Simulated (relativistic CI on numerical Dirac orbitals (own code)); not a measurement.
**Hyperfine structure of Hf18+, mass number 179**

Method of calculation: Dirac-Coulomb-Breit CI, separate exchange-only KLI orbitals for each configuration, QED by a radiative potential, unscaled Slater integrals (own radial code, finite nucleus).

Configuration list (outside the closed core [Ar] 3d10 4p6 4d10): 4s2 4f8, 4s2 4f7 5s, 4s2 4f6 5s2, 4s2 4f7 6s, 4f10. Levels of other configurations are missing.

Nuclear spin I = 9/2, μ = -0.6389 μN, Q = 3.79 b (tables of Stone and Pyykkö). The electronic factors are computed for point nuclear moments, without core polarisation or the Bohr-Weisskopf and QED corrections.

```json
{"Level": "4s2 4f8 7F_6", "E (cm⁻¹)": "0.0", "A (MHz)": "-159.1", "B (MHz)": "12800"}
{"Level": "4s2 4f8 7F_5", "E (cm⁻¹)": "6755.8", "A (MHz)": "-134.1", "B (MHz)": "6210"}
{"Level": "4s2 4f8 7F_4", "E (cm⁻¹)": "9694.1", "A (MHz)": "-136.7", "B (MHz)": "1370"}
{"Level": "4s2 4f8 7F_3", "E (cm⁻¹)": "12864.4", "A (MHz)": "-127.8", "B (MHz)": "-2070"}
{"Level": "4s2 4f8 7F_2", "E (cm⁻¹)": "14834.4", "A (MHz)": "-126.3", "B (MHz)": "-3870"}
{"Level": "4s2 4f8 7F_1", "E (cm⁻¹)": "16319.8", "A (MHz)": "-123.9", "B (MHz)": "-3680"}
{"Level": "4s2 4f8 5D_4", "E (cm⁻¹)": "37812.4", "A (MHz)": "-140.7", "B (MHz)": "2220"}
{"Level": "4s2 4f8 5L_10", "E (cm⁻¹)": "48784.1", "A (MHz)": "-253", "B (MHz)": "-510"}
```

Levels with J = 0, under 50 % of one LS term, or S terms without an open s electron are left out. Small factors come from cancelling terms and can be off by tens of per cent or more.

At this charge energies of transitions that change n are usually good to better than 1 %, and those within a shell (Δn = 0) to a few per cent. Terms inside the open d or f shell come out 10 to 20 % too wide with unscaled integrals.

Problem. Give the hyperfine levels of 4s2 4f8 7F_6 relative to its centre of gravity.

Solution. With K = F(F + 1) − I(I + 1) − J(J + 1), E = AK/2 + B[¾K(K + 1) − I(I + 1)J(J + 1)]/[2I(2I − 1)J(2J − 1)]: F = 3/2: 10110, F = 5/2: 8495, F = 7/2: 6410, F = 9/2: 4020, F = 11/2: 1544, F = 13/2: -751.8, F = 15/2: -2551, F = 17/2: -3491, F = 19/2: -3159, F = 21/2: -1093 MHz.

LS names give the leading component of a level, which can be under half, so a name can repeat, a term be missing and a line seem to break the LS rules.
